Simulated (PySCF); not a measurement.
How methods differ on the ionisation energy of Ti+

Ti+ [Ar] 3d2 4s1 (4F) → Ti(2+) [Ar] 3d2 (3F), as a difference of total energies. Calculation: PySCF 2.14, in aug-cc-pVTZ-DK (8s7p5d3f2g, 93 functions); scalar relativity by spin-free X2C-1e. Correlated levels: valence: [Ar] frozen. The calculations carry no spin-orbit coupling.

| method | ionisation energy (eV) |
| --- | --- |
| UHF | 12.940 |
| MP2 (valence) | 13.122 |
| SCS-MP2 (valence) | 13.000 |
| CCSD (valence) | 13.175 |
| CCSD(T) (valence) | 13.178 |

Question: How much does correlation contribute at CCSD(T) (valence)?

Answer: 13.178 − (12.940) = 0.238 eV, measured against UHF.

The reference lies between the lowest fine-structure levels, while these numbers refer to the centres of the terms.

Errors of the correlated levels include the incompleteness of this basis and the frozen core.

For comparison: 13.575 eV (measured; NIST Atomic Spectra Database, ionization energies).
